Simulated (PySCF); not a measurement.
**RbH: frontier orbitals**

PBE0 at R = 2.358 Å; basis Rb x2c-TZVPall, H x2c-TZVPall; spin-free X2C with a Gaussian nucleus; PySCF 2.14. State: triplet, unpaired electrons σ ↑↑, a second solution, started from another occupation. Only the outer orbitals are listed, counted within each symmetry.

```
spin  orbital  occ.  ε (eV)  on Rb (%)           main shells (%)
   α       7σ     1  -34.93        100                  100 Rb s
   α       8σ     1  -18.07         97                   97 Rb p
   α       4π     1  -17.81        100                  100 Rb p
   α       4π     1  -17.81        100                  100 Rb p
   α       9σ     1  -10.62          7                    93 H s
   α      10σ     1   -2.62        100                   93 Rb s
   α       5π     0   -0.69        100                   99 Rb p
   α       5π     0   -0.69        100                   99 Rb p
   α      11σ     0   -0.30        100          84 Rb p, 11 Rb d
   β       7σ     1  -34.82        100                  100 Rb s
   β       8σ     1  -17.81        100                  100 Rb p
   β       4π     1  -17.71        100                  100 Rb p
   β       4π     1  -17.71        100                  100 Rb p
   β       9σ     0   -2.64         48   52 H s, 32 Rb s, 9 Rb p
   β      10σ     0   -0.51         90  64 Rb s, 16 Rb p, 10 H s
   β       5π     0    0.28        100                   96 Rb p
```

**Question.** Which are the highest filled and the lowest empty level, where do they sit, and how wide is the gap?

**Answer.** Highest filled α 10σ at -2.62 eV (in %: 93 Rb s); lowest empty β 9σ at -2.64 eV (in %: 52 H s, 32 Rb s, 9 Rb p); the gap at PBE0 is -0.02 eV.

- bond order (Mayer): 0.05
- ⟨S²⟩: 2.000
- charge on Rb (Mulliken, basis-dependent): -0.04
- charge on Rb (Löwdin, basis-dependent): -0.10
- dipole moment (positive dipole means Rb(−)H(+)): 2.77 D

Spin–orbit coupling is left out.
